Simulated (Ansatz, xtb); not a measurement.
BrH5OSi2: which of two isomers lies lower

Structure I is `O[SiH2][SiH2]Br`, a singlet and structure II is `O[Si@H]([SiH3])Br`, a singlet. Both are isolated molecules in the gas phase, relaxed with PBE0-D3(BJ)/def2-SVP; the shapes shown needn't be the lowest conformers.

I (Å):

```xyz
9

Br    0.5745   -1.9739    1.6045
O    -1.6991    0.2850    0.0268
Si    1.4258   -0.5589    0.0657
Si   -0.5068    0.0668   -1.1161
H    -0.3448    1.3525   -1.8494
H     2.4586   -1.3035   -0.7129
H    -1.6892   -0.3602    0.7445
H    -0.8192   -1.0217   -2.0949
H     2.0830    0.5529    0.8136
```

II (Å):

| atom | x (Å) | y (Å) | z (Å) |
| --- | --- | --- | --- |
| Br | 0.2305 | -0.0563 | -1.3920 |
| O | -0.3324 | -1.7524 | 1.3025 |
| Si | 0.2649 | -0.2745 | 0.8414 |
| Si | -1.1555 | 1.3558 | 1.7201 |
| H | 0.1538 | -2.5336 | 1.0181 |
| H | 1.7024 | -0.1296 | 1.2207 |
| H | -2.5284 | 1.1381 | 1.1759 |
| H | -1.1851 | 1.2858 | 3.2128 |
| H | -0.6543 | 2.6983 | 1.2982 |

Energies in hartree; the thermal terms are from PBE0-D3(BJ)/def2-SVP harmonic frequencies (ideal gas, rigid rotor, one conformer each, 600 K, 1 atm) and include the zero-point energy:

|  | I | II |
| --- | --- | --- |
| E, CCSD(T)/def2-SVP | −3228.248020 | −3228.254573 |
| E, MP2/def2-SVP | −3228.191167 | −3228.197883 |
| E, MP2/def2-TZVPP | −3228.967133 | −3228.973452 |
| zero-point energy | 0.050018 | 0.049286 |
| H(600 K) − E | 0.073088 | 0.072888 |
| G(600 K) − E | −0.029650 | −0.030806 |

Problem. Correct the CCSD(T) difference for the basis set by the MP2 change, then work out ΔE, ΔE₀, ΔH and ΔG for I → II in kcal/mol (1 Eh = 627.51 kcal/mol) and the equilibrium ratio [II]/[I].

Solution. 1. Differences II − I: CCSD(T) −0.006553, MP2 in the small set −0.006716, MP2 in the large set −0.006319 Eh.
2. ΔE = −0.006553 + (−0.006319 − (−0.006716)) = −0.006156 Eh = −3.86 kcal/mol.
3. ΔE₀ = ΔE + ΔZPE = −0.006156 + (−0.000732) Eh = −4.32 kcal/mol.
4. ΔH = ΔE + (−0.000200) Eh = −3.99 kcal/mol.
5. ΔG = ΔE + (−0.001156) Eh = −4.59 kcal/mol, so ΔS = (ΔH − ΔG)/T = +4.2 J/(mol K).
6. kT = 1.9001 mEh, so K = [II]/[I] = exp(−ΔG/kT) = exp(+3.85) ≈ 47.

Structure II is favoured at this temperature. An error of 1 kcal/mol in ΔG would change K by a factor of 2.3. GFN2-xTB gave ΔE the other sign. Mirror images and further conformers aren't counted.

As drawn, both hold the same kinds of bond in the same numbers.

Other levels gave ΔE = +1.1 (GFN2-xTB); −4.7 (HF/STO-3G, GFN2-xTB geometries); −5.5 (r2SCAN-D4/def2-SVP, GFN2-xTB geometries); −3.8 (PBE0-D3(BJ)/def2-SVP); −4.0 (HF/def2-SVP); −4.2 (MP2/def2-SVP); −4.1 (CCSD(T)/def2-SVP) kcal/mol. The correlated steps freeze 20 core orbitals; the filled d shell of Br is correlated, in a basis made for valence electrons. Programs: Ansatz 0.2.0, xtb 6.7.1.
